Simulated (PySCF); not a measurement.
**Fe (iron, neutral) across methods**

[Ar] 3d6 4s1 4p1, one real determinant (an excited configuration). All numbers are calculated (PySCF 2.14, scalar relativity by spin-free X2C-1e, in aug-cc-pVDZ-DK (7s6p4d2f, 59 functions)).

| method | E (hartree) | mean ε 3d β (eV) | mean ε 4s α (eV) | mean ε 4p α (eV) | Σ⟨r²⟩ (bohr²) | ⟨S²⟩ |
| --- | --- | --- | --- | --- | --- | --- |
| PBE0 | -1272.307 | -8.666 | -7.692 | -3.370 | 44.33 | 12.001 |
| r2SCAN | -1272.498 | -6.682 | -7.083 | -2.800 | 43.79 | 12.001 |
| UHF | -1271.29746 | -13.968 | -9.922 | -5.337 | 44.62 | 12.003 |
| LDA | -1269.962 | -6.578 | -7.010 | -2.686 | 44.47 | 12.001 |

Question: Estimate the same row for PBE.

Answer: E (hartree) = -1272.282; mean ε 3d β (eV) = -6.645; mean ε 4s α (eV) = -6.820; mean ε 4p α (eV) = -2.649; Σ⟨r²⟩ (bohr²) = 44.82; ⟨S²⟩ = 12.001.

⟨L²⟩ = 8.02 against 12 for a pure F term, so this real determinant mixes terms.
